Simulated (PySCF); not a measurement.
Compound: C₃H₈O₂Si.
Atom-mapped SMILES: `[SiH3:1][O:2][CH:3]1[CH2:4][O:5][CH2:6]1` (hydrogens: H7, H8, H9 on Si1; H10 on C3; H11, H12 on C4; H13, H14 on C6)

The same species was optimised twice, with GFN2-xTB and with PBE0-D3(BJ)/def2-SVP (PySCF), and the same property calculations (PySCF, gas phase) were run on both structures.

| coordinate | GFN2-xTB | PBE0-D3(BJ)/def2-SVP | change |
| --- | --- | --- | --- |
| Si1–O2 (Å) | 1.625 | 1.670 | +0.045 |
| O2–C3 (Å) | 1.379 | 1.392 | +0.013 |
| C3–C6 (Å) | 1.535 | 1.529 | -0.006 |
| C4–O5 (Å) | 1.427 | 1.423 | -0.004 |
| O5–C6 (Å) | 1.429 | 1.425 | -0.004 |
| C3–C4 (Å) | 1.536 | 1.537 | +0.001 |
| Si1–O2–C3 (°) | 129.8 | 124.0 | -5.8 |
| C4–C3–C6 (°) | 84.5 | 83.7 | -0.8 |
| C4–O5–C6 (°) | 92.6 | 91.9 | -0.7 |
| O2–C3–C4 (°) | 117.5 | 118.0 | +0.5 |
| C3–C6–O5 (°) | 91.1 | 91.6 | +0.5 |
| C3–C4–O5 (°) | 91.1 | 91.3 | +0.2 |
| O2–C3–C6 (°) | 115.1 | 115.1 | 0.0 |
| Si1–O2–C3–C4 (°) | -72 | -91 | -19 |

Rotational constants: A = 8776, B = 1542, C = 1404 MHz (GFN2-xTB) against A = 9150, B = 1478, C = 1356 MHz (PBE0-D3(BJ)/def2-SVP). Point groups within 0.08 Å: C1 and C1.

On the GFN2-xTB structure: lowest singlet, TDDFT (eV) 6.41 [PBE0/def2-SVPD]; lowest triplet, Tamm–Dancoff (eV) 6.21 [PBE0/def2-SVPD]; isotropic polarisability (au) 67.2 [PBE0/def2-SVPD]; HOMO (eV) -7.43 [PBE0/def2-SVPD]; LUMO (eV) -0.02 [PBE0/def2-SVPD]; dipole (D) 1.79 [PBE0/def2-SVPD].

Q: What do these properties become on the PBE0-D3(BJ)/def2-SVP structure?

A: 
| property | level | on GFN2-xTB | on PBE0-D3(BJ)/def2-SVP | change |
| --- | --- | --- | --- | --- |
| lowest singlet, TDDFT (eV) | PBE0/def2-SVPD | 6.41 | 6.45 | +0.04 |
| lowest triplet, Tamm–Dancoff (eV) | PBE0/def2-SVPD | 6.21 | 6.27 | +0.06 |
| isotropic polarisability (au) | PBE0/def2-SVPD | 67.2 | 69.1 | +1.9 |
| HOMO (eV) | PBE0/def2-SVPD | -7.43 | -7.44 | -0.01 |
| LUMO (eV) | PBE0/def2-SVPD | -0.02 | -0.01 | +0.01 |
| dipole (D) | PBE0/def2-SVPD | 1.79 | 1.86 | +0.07 |
| energy, GFN2-xTB geometry as zero (kcal/mol) | PBE0/def2-SVPD | 0.0 | -3.2 | -3.2 |

The heavy atoms differ by 0.119 Å rms after alignment. Among bonds between heavy atoms Si1–O2 changes most (+0.045 Å). Changes are differences of the printed values. Neither structure is proved a minimum here.

Shape of the structure used: `[SiH3:1][O:2][CH:3]1[CH2:4][O:5][CH2:6]1`: Si1–O2–C3–C4 -91°.
